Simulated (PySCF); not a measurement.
TaCl3NH, optimised at PBE0/def2-TZVP:

```xyz
6

N      0.2361     0.6518    -1.6380
Ta     0.0859    -0.0040    -0.0268
Cl     0.0323    -2.2877    -0.2092
Cl     1.9075     0.6903     1.1779
Cl    -1.8611     0.8033     0.8725
H      0.3228     1.0302    -2.5676
```

Computed with PySCF (xtb for GFN2) and rigid-rotor harmonic-oscillator thermochemistry at 1 bar. All species are closed-shell singlets. Ta: scalar-relativistic def2 core potential, no spin-orbit coupling. TaCl3NH: computed as isolated molecules; such fragments, hydroxides, amides, oligomers or adducts are transient or little studied in the gas.

List the harmonic frequencies (cm⁻¹, unscaled) at this level and at the other levels, each on its own geometry.


- PBE0/def2-TZVP: 102, 102, 123, 210, 210, 393, 407, 407, 571, 571, 1022, 3673
- GFN2-xTB: 103, 103, 108, 108, 112, 311, 327, 327, 634, 634, 928, 3462
- PBE/def2-SVP: 96, 96, 116, 201, 201, 376, 394, 394, 556, 556, 982, 3570
